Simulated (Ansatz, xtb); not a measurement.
Diatomic CoBr, multiplicity 3 (lowest of 2S+1 = 1, 3, 5 at PBE0/def2-TZVPP; our sources give no spin for the ground state, which may be another). No spin–orbit coupling. Co is treated without relativity. Br is treated without relativity.

Seven points along R, fitted to fifth degree in 1/R; most abundant isotopes. In def2 and cc sets the state is the lowest found near the PBE0 minimum, followed along R.

Codes used: Ansatz (a first-principles code) with Gaussian orbitals; xtb for the GFN methods.  The GFN methods have no spin term and hold the electronic entropy of 300 K.

Question: What bond length and harmonic frequency does GFN1-xTB give?

Answer: r_e = 2.194 Å, ω_e = 379 cm⁻¹.

Question: What bond length and harmonic frequency does B97M-V/def2-TZVPP give?

Answer: r_e = 2.225 Å, ω_e = 309 cm⁻¹.

Question: What bond length and harmonic frequency does BHLYP/def2-TZVPP give?

Answer: r_e = 2.271 Å, ω_e = 292 cm⁻¹.
